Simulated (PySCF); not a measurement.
BFH5NO2Si. Atoms are numbered in the order given.

```xyz
11

Si     1.3751     0.2581     0.1701
F      2.5187    -0.9023     0.0818
N     -0.1260    -0.5623    -0.1141
B     -1.4039     0.0665    -0.1187
O     -2.5251    -0.6887    -0.3561
O     -1.4055     1.4244     0.1232
H      1.4547     0.8623     1.5245
H      1.6874     1.2707    -0.8709
H     -0.0940    -1.5618    -0.2918
H     -3.3580    -0.2062    -0.3473
H     -2.2633     1.8594     0.1240
```
Charge 0, spin multiplicity 1.

Coordinates come from a B3LYP-D3(BJ)/def2-SVP optimisation. The structure was generated by enumeration, and PubChem lists no compound with its InChIKey, so it may never have been made. Other conformers were not sampled.

Level of theory: PBE/pcSseg-1 (PySCF).

GIAO shieldings, no solvent; atoms listed in one row are averaged. δ = σ(ref) − σ: ²⁹Si against TMS (σ = 335.4 ppm); ¹⁹F against CFCl3 (σ = 133.6 ppm); ¹⁵N against NH3 (σ = 267.0 ppm); ¹¹B against BF3 (σ = 83.9 ppm); ¹⁷O against H2O (σ = 334.3 ppm); ¹H against TMS (σ = 31.49 ppm), references at their B3LYP-D3(BJ)/def2-TZVP geometries, non-relativistic.

Problem. Estimate the chemical shifts. (The exact figures need the calculation; the answer reports its results.)

Solution. 
```
nucleus   atoms  count  δ (ppm)
-------  ------  -----  -------
²⁹Si        Si1      1     -6.4
¹⁹F          F2      1   -232.5
¹⁵N          N3      1     60.2
¹¹B          B4      1      8.0
¹⁷O          O5      1     99.1
¹⁷O          O6      1     95.6
¹H       H7, H8      2     5.85
¹H          H10      1     2.50
¹H          H11      1     2.32
¹H           H9      1     1.88
```
